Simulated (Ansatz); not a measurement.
Coupled-cluster diagnostics for the cluster GeCl4, Ansatz.

Geometry of the singlet (PBE-D4/def2-SVP):

Cartesian coordinates in Å:
```
Ge 0.005 0.979 0.565
Cl 0.698 -3.367 -0.524
Cl 0.573 -1.264 0.418
Cl 0.863 2.253 -0.989
Cl -2.139 1.398 0.531
```

Correlated methods freeze 29 core orbitals; core or outer-core shells of Ge are correlated, in sets that lack core-valence functions. Another isomer (singlet) lies 3.53 eV lower at PBE0-D4/def2-TZVP; other spin states weren't run for this one.

Question: Estimate the CCSD(T) correlation energy, the shares of MP2 and (T), T1 and the reference's ⟨S²⟩ for: charge 0, singlet, own geometry in def2-TZVPP; and the rough time on 4 threads of Arm Neoverse V2 on a shared host.

Answer: 
```tsv
state	basis	correlation (eV)	MP2 share (%)	(T) share (%)	T1	⟨S²⟩ (pure)	wall time	remarks
charge 0, singlet, own geometry	def2-TZVPP	-30.682	90.8	5.1	0.015	0.00 (0.00)	2.3 min	restricted SCF unstable
```
Customary marks for T1 are 0.02 (closed shells), 0.045 (open shells) and about 0.05 (3d metals). T1 stays under 0.02 throughout.
